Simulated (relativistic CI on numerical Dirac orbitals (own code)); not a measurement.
**Electric-dipole lines of In24+**

Computed by Dirac-Coulomb-Breit CI, KLI orbitals optimised for each configuration, a model potential for QED, unscaled Slater integrals (own radial code, finite nucleus).

CI space (outside the closed core [Ne]): 3s2.3p6.3d7, 3s2.3p5.3d8, 3s2.3p4.3d9, 3s.3p6.3d8, 3p6.3d9, 3s.3p5.3d9, 3s2.3p6.3d6.4s, 3s2.3p6.3d6.4p, 3s2.3p6.3d6.4d, 3s2.3p4.3d8.4s, 3s2.3p6.3d6.4f, 3s2.3p5.3d7.4s, 3s2.3p4.3d8.4p, 3s2.3p6.3d5.4s2, 3s2.3p5.3d7.4p, 3s2.3p4.3d8.4d, 3s.3p5.3d8.4s, 3s2.3p6.3d5.4s.4p, 3s2.3p6.3d6.5s, 3s.3p5.3d8.4p, 3s2.3p6.3d5.4p2, 3s2.3p5.3d7.4d, 3s2.3p6.3d6.5p, 3s.3p6.3d7.4s, 3s2.3p6.3d5.4s.4d, 3s2.3p6.3d6.5d, 3s.3p5.3d8.4d, 3p6.3d8.4s, 3s.3p6.3d7.4p, 3s2.3p5.3d6.4s2, 3s2.3p6.3d6.5f, 3s2.3p6.3d6.5g, 3p6.3d8.4p, 3s2.3p6.3d6.6s, 3s2.3p6.3d6.6p, 3p6.3d8.4d. Levels of other configurations are missing.

| λ vac (nm) | Lower | Upper | A (s⁻¹) | gf | Branching (%) |
| --- | --- | --- | --- | --- | --- |
| 2.2332 | 3s2.3p6.3d7 4F_9/2 [1] | 3s2.3p6.3d6.4p 4G°_11/2 [188] | 7.56e+11 | 6.78e-01 | 95.3 |
| 2.2353 | 3s2.3p6.3d7 4F_9/2 [1] | 3s2.3p6.3d6.4p 4F°_9/2 [187] | 7.02e+11 | 5.26e-01 | 91.8 |
| 2.2417 | 3s2.3p6.3d7 2H_11/2 [9] | 3s2.3p6.3d6.4p 2H°_11/2 [250] | 1.35e+12 | 1.22e+00 | 96.6 |
| 4.8301 | 3s2.3p6.3d7 2H_9/2 [15] | 3s2.3p5.3d8 2F°_7/2 [62] | 1.04e+12 | 2.92e+00 | 78.7 |
| 4.8960 | 3s2.3p6.3d7 2H_11/2 [9] | 3s2.3p5.3d8 2G°_9/2 [58] | 1.19e+12 | 4.27e+00 | 82.4 |
| 4.9146 | 3s2.3p6.3d7 2G_7/2 [10] | 3s2.3p5.3d8 2F°_5/2 [57] | 8.96e+11 | 1.95e+00 | 70.8 |
| 4.9402 | 3s2.3p6.3d7 2F_7/2 [16] | 3s2.3p5.3d8 2D°_5/2 [60] | 8.33e+11 | 1.83e+00 | 70.3 |
| 5.0613 | 3s2.3p5.3d8 2H°_11/2 [36] | 3s2.3p4.3d9 2G_9/2 [96] | 8.48e+11 | 3.26e+00 | 62.3 |
| 5.0702 | 3s2.3p6.3d7 2G_9/2 [7] | 3s2.3p5.3d8 4D°_7/2 [51] | 6.20e+11 | 1.91e+00 | 57.6 |
| 5.5372 | 3s2.3p6.3d7 2G_9/2 [7] | 3s2.3p5.3d8 2G°_7/2 [44] | 3.42e+11 | 1.26e+00 | 45.2 |
| 5.5533 | 3s2.3p5.3d8 2G°_9/2 [58] | 3s2.3p4.3d9 2F_7/2 [104] | 1.54e+12 | 5.68e+00 | 64.8 |
| 5.6344 | 3s2.3p6.3d7 4F_7/2 [2] | 3s2.3p5.3d8 4D°_5/2 [37] | 2.29e+11 | 6.53e-01 | 38.5 |
| 5.7388 | 3s2.3p6.3d7 4F_9/2 [1] | 3s2.3p5.3d8 4D°_7/2 [29] | 4.76e+11 | 1.88e+00 | 88.2 |
| 5.8267 | 3s2.3p6.3d7 4F_7/2 [2] | 3s2.3p5.3d8 4F°_5/2 [31] | 2.48e+11 | 7.58e-01 | 52.7 |
| 5.9005 | 3s2.3p6.3d7 4F_9/2 [1] | 3s2.3p5.3d8 2G°_9/2 [24] | 1.94e+11 | 1.01e+00 | 64.8 |
| 5.9071 | 3s2.3p6.3d7 2H_11/2 [9] | 3s2.3p5.3d8 2G°_9/2 [38] | 1.98e+11 | 1.04e+00 | 42.4 |
| 6.0118 | 3s2.3p6.3d7 2H_11/2 [9] | 3s2.3p5.3d8 2H°_11/2 [36] | 1.79e+11 | 1.16e+00 | 92.1 |
| 6.0503 | 3s2.3p6.3d7 4F_9/2 [1] | 3s2.3p5.3d8 4G°_9/2 [23] | 1.67e+11 | 9.14e-01 | 89.8 |
| 6.0508 | 3s2.3p6.3d7 4F_7/2 [2] | 3s2.3p5.3d8 4D°_7/2 [26] | 1.57e+11 | 6.91e-01 | 76.7 |
| 7.1340 | 3s2.3p5.3d8 4G°_11/2 [20] | 3s.3p6.3d8 4F_9/2 [65] | 2.46e+11 | 1.88e+00 | 56.5 |

Terms are leading LS components. Brackets give the number of a level in order of energy, since labels repeat. The list gives strong lines, with weight on those to low levels, without lines whose two gauges differ by over a factor of 2.5, among the lowest 400 of 9626 levels, so that lines to higher ones, which can be the strongest, are missing. Levels whose partners in the same complex of configurations lie outside the list can be far off, and so can their lines. Rates are taken at the computed energies, electric ones in the length gauge.

At this charge energies of transitions that change n are usually good to better than 1 %, and those within a shell (Δn = 0) to a few per cent. Terms inside the open d or f shell come out 10 to 20 % too wide with unscaled integrals.

LS names give the leading component of a level, which can be under half, so a name can repeat, a term be missing and a line seem to break the LS rules.
